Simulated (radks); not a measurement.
The numbers below are computed, except where a source is named.
Spherical quantum dot in the effective-mass picture: electrons in a parabolic well V = omega^2 r^2 / 2 with omega = 0.0503, with a point charge +2 (a donor) at the centre, all in effective atomic units (hartree* = m*/eps^2 hartree, bohr* = eps/m* bohr), one dielectric constant everywhere. Level of theory: non-relativistic Kohn-Sham, LDA (Slater exchange, Perdew-Wang correlation), spin-polarised, spherical densities (a radial shooting solver with Libxc functionals). Levels are named by radial order and angular momentum (1s, 1p, 1d, 2s, ...), and open shells are averaged over m. Results are scaled to m* = 0.078 and eps = 11.9, for which hartree* = 14.99 meV and bohr* = 8.073 nm.

N = 6, configuration 1s2 1p(up 2, down 0) 2s2. This is the lowest configuration that the search found (a dilute case). Occupied and some empty levels:

| level | occupation | eigenvalue (meV) | <r> (nm) |
|---|---|---|---|
| 1s up | 1 | -0.61588 | 7.804 |
| 1s down | 1 | -0.61177 | 7.790 |
| 2s up | 1 | 6.5137 | 65.56 |
| 2s down | 1 | 6.6824 | 66.48 |
| 1p up | 2 | 6.7837 | 70.92 |
| 1p down | 0 | 6.9458 | 72.20 |
| 1d up | 0 | 7.2280 | 79.61 |
| 1d down | 0 | 7.3744 | 81.17 |
| 1f up | 0 | 7.7346 | 86.73 |
| 1f down | 0 | 7.8617 | 88.33 |
| 2p up | 0 | 7.9596 | 77.06 |
| 2p down | 0 | 8.0719 | 77.46 |
| 1g up | 0 | 8.2909 | 93.23 |
| 1g down | 0 | 8.3982 | 94.77 |

Energy (meV): total -26.9192, kinetic 43.454, external -109.27, Hartree 58.501, exchange-correlation -19.609.
